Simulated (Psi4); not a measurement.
Level of theory: SAPT0/jun-cc-pVDZ, frozen core run with Psi4 1.11.

Psi4 input:

```
molecule {
0 1
C -1.28329309 0.02205118 -0.17177940
C -0.00759798 -0.21143684 0.60690951
C 1.28694904 0.07867567 -0.11989033
O -0.02190262 -0.60769637 1.74891070
H -1.34271268 1.06535569 -0.49223987
H -2.14628657 -0.22338791 0.44231334
H -1.28885933 -0.58782052 -1.07872782
H 2.13426982 -0.12459693 0.53037045
H 1.31133895 1.12242950 -0.44338754
H 1.35809446 -0.53357347 -1.02247902
--
0 1
Se -1.80994712 -0.91713879 5.56385430
H -1.11591596 -0.90300847 4.26760928
H -2.46118466 -2.19475546 5.23871469
units angstrom
symmetry c1
no_reorient
no_com
}
set basis jun-cc-pvdz
set scf_type df
set freeze_core true
energy('sapt0')
```

Part of the output:

```
    SAPT Results
  --------------------------------------------------------------------------------------------------------
    Electrostatics                 -2.86166319 [mEh]      -1.79572076 [kcal/mol]      -7.51329566 [kJ/mol]
      Elst10,r                     -2.86166319 [mEh]      -1.79572076 [kcal/mol]      -7.51329566 [kJ/mol]

    Exchange                        0.95320296 [mEh]       0.59814389 [kcal/mol]       2.50263403 [kJ/mol]
      Exch10                        0.95320296 [mEh]       0.59814389 [kcal/mol]       2.50263403 [kJ/mol]
      Exch10(S^2)                   0.95233030 [mEh]       0.59759628 [kcal/mol]       2.50034285 [kJ/mol]

    Induction                      -0.60023179 [mEh]      -0.37665113 [kcal/mol]      -1.57590834 [kJ/mol]
      Ind20,r                      -0.61047830 [mEh]      -0.38308092 [kcal/mol]      -1.60281056 [kJ/mol]
      Exch-Ind20,r                  0.14509461 [mEh]       0.09104824 [kcal/mol]       0.38094584 [kJ/mol]
      delta HF,r (2)               -0.13484809 [mEh]      -0.08461846 [kcal/mol]      -0.35404362 [kJ/mol]

    Dispersion                     -0.99104603 [mEh]      -0.62189077 [kcal/mol]      -2.60199099 [kJ/mol]
      Disp20                       -1.06716724 [mEh]      -0.66965755 [kcal/mol]      -2.80184720 [kJ/mol]
      Exch-Disp20                   0.07612121 [mEh]       0.04776678 [kcal/mol]       0.19985621 [kJ/mol]
      Disp20 (SS)                  -0.53358362 [mEh]      -0.33482878 [kcal/mol]      -1.40092360 [kJ/mol]
      Disp20 (OS)                  -0.53358362 [mEh]      -0.33482878 [kcal/mol]      -1.40092360 [kJ/mol]
      Exch-Disp20 (SS)              0.03954904 [mEh]       0.02481740 [kcal/mol]       0.10383599 [kJ/mol]
      Exch-Disp20 (OS)              0.03657217 [mEh]       0.02294938 [kcal/mol]       0.09602021 [kJ/mol]

  Total HF                         -2.50869201 [mEh]      -1.57422800 [kcal/mol]      -6.58656997 [kJ/mol]
  Total SAPT0                      -3.49973804 [mEh]      -2.19611878 [kcal/mol]      -9.18856096 [kJ/mol]
```
